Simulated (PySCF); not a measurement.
Species: C8H12GaN.
Cartesian coordinates in Å at the PBE0-D3(BJ)/def2-SVP level; atoms count from 1:
```xyz
22
C8H12GaN angstrom
C      3.805    0.601   -0.078
C      3.759   -0.816   -0.235
C      2.433   -1.177   -0.225
N      1.656   -0.047   -0.068
Ga    -0.204    0.006    0.004
C     -1.552   -1.430   -0.090
C     -2.818   -0.582   -0.297
C     -2.752    0.741    0.493
C     -1.458    1.517    0.196
C      2.506    1.038    0.019
H      4.696    1.226   -0.043
H      4.607   -1.490   -0.344
H      1.974   -2.161   -0.317
H     -1.585   -1.961    0.879
H     -1.406   -2.192   -0.868
H     -2.921   -0.341   -1.370
H     -3.731   -1.136   -0.021
H     -2.792    0.503    1.572
H     -3.650    1.346    0.282
H     -1.530    2.053   -0.767
H     -1.212    2.266    0.962
H      2.113    2.045    0.147
```

The calculation used TDDFT PBE0/def2-SVPD, vertical, gas phase, core orbitals frozen in the response in PySCF. The PBE0/def2-SVPD calculation is non-relativistic and has no spin–orbit coupling, an omission that weighs most on gallium.

Ground-to-excited transition dipoles (e·a0, same axes as the geometry; the sign carries no meaning), for the states with f of 0.002 or more among the lowest 9:

```json
{"state": "S4", "E (eV)": "5.231", "μx": "1.212", "μy": "-0.035", "μz": "-0.049"}
{"state": "S6", "E (eV)": "6.055", "μx": "-0.012", "μy": "-0.429", "μz": "-0.011"}
{"state": "S7", "E (eV)": "6.167", "μx": "-0.023", "μy": "0.075", "μz": "-0.306"}
{"state": "S9", "E (eV)": "6.426", "μx": "-0.029", "μy": "-0.876", "μz": "-0.109"}
```

Q: What oscillator strength does each state have?

A: f = (2/3) ΔE |μ|² with ΔE in hartree (27.2114 eV).

```csv
state,|μ|² (au),|μ| (D),f
S4,1.474,3.09,0.189
S6,0.184,1.09,0.027
S7,0.100,0.80,0.015
S9,0.780,2.25,0.123
```

Q: Label these states by symmetry in C2.

A: The ground state is totally symmetric, so the direction of μ fixes the label. Polarised along the twofold axis, so A: S4. Polarised across the twofold axis, so B: S6, S7 and S9.

Q: Which bond between heavy atoms lies closest to the direction of the S4 transition dipole?

A: N4–Ga5, at 0° from it; next C2–C3 and C1–C10 at 17°.

Q: What angle do the transition dipoles of S6 and S9 make?

A: |cos θ| = |μa·μb| / (|μa| |μb|) = 1.00, so θ ≈ 6° (taken between 0 and 90°, since the signs are arbitrary).

Q: What peak molar absorption coefficient would the strongest computed level give as a lone Gaussian band 0.5 eV wide at half height?

A: ε(max) = 2.175×10⁸ f / FWHM, with the width in cm⁻¹. S4: 2.175×10⁸ × 0.1889 / 4033 ≈ 10000 L mol⁻¹ cm⁻¹.

The vertical ionisation energy (ΔSCF) is 7.88 eV, 1.45 eV above S9.

One conformer stands for the species.
